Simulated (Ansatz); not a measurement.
```xyz
9

N     1.098    0.939   -0.149
Si    0.034   -0.210    0.469
N    -1.157   -0.574   -0.664
F     0.961   -1.415    0.939
F    -0.763    0.193    1.786
H     0.767    1.792   -0.567
H     2.044    1.013    0.185
H    -0.926   -0.814   -1.613
H    -2.058   -0.923   -0.385
```

The species carries charge 0 and has multiplicity 1.

Q: List the PBE/def2-TZVPP orbital energies in eV (the Gaussian-basis code of Ansatz). (An estimate is asked.)

A: Computed: Occupied: -1780.94, -659.48, -659.48, -380.18, -380.18, -138.44, -95.23, -95.19, -95.14, -29.54, -29.00, -21.57, -21.07, -13.69, -12.59, -12.52, -11.39, -11.29, -11.06, -10.02, -9.66, -9.53, -9.27, -6.58, -6.58. Lowest empty: -0.14, 0.76, 1.71, 1.92, 1.95, 2.04, 3.45, 3.76.
